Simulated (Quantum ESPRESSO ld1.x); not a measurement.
Valence configurations of Br+ (all share [Ar]). Calculated with ld1.x of Quantum ESPRESSO 7.5: scalar-relativistic Kohn-Sham, revPBE, spin-unpolarised, spherical densities, point nucleus. Energies are relative to 3d10 4s2 4p4; eigenvalues in eV.

[
 {"valence": "3d10 4s2 4p4", "E (eV)": "0.000", "e(3d)": "-77.856", "e(4p)": "-17.434", "e(4s)": "-30.343"},
 {"valence": "3d8 4s2 4p6", "E (eV)": "142.96", "e(3d)": "-104.01", "e(4p)": "-21.094", "e(4s)": "-35.726"},
 {"valence": "3d10 4s1 4p5", "E (eV)": "12.986", "e(3d)": "-79.425", "e(4p)": "-18.094", "e(4s)": "-31.156"},
 {"valence": "3d9 4s1 4p6", "E (eV)": "79.726", "e(3d)": "-92.169", "e(4p)": "-19.895", "e(4s)": "-33.828"},
 {"valence": "3d9 4s2 4p5", "E (eV)": "65.860", "e(3d)": "-90.700", "e(4p)": "-19.279", "e(4s)": "-33.078"},
 {"valence": "3d10 4p6", "E (eV)": "26.119", "e(3d)": "-80.946", "e(4p)": "-18.725", "e(4s)": "-"},
 {"valence": "3d9.5 4s2 4p4.5", "E (eV)": "31.555", "e(3d)": "-84.219", "e(4p)": "-18.361", "e(4s)": "-31.722"}
]

NIST lists [Ar] 3d10 4s2 4p4 as the ground configuration; this level of theory agrees among the configurations tried. The energies are those of spherical spin-averaged densities, not of single terms.
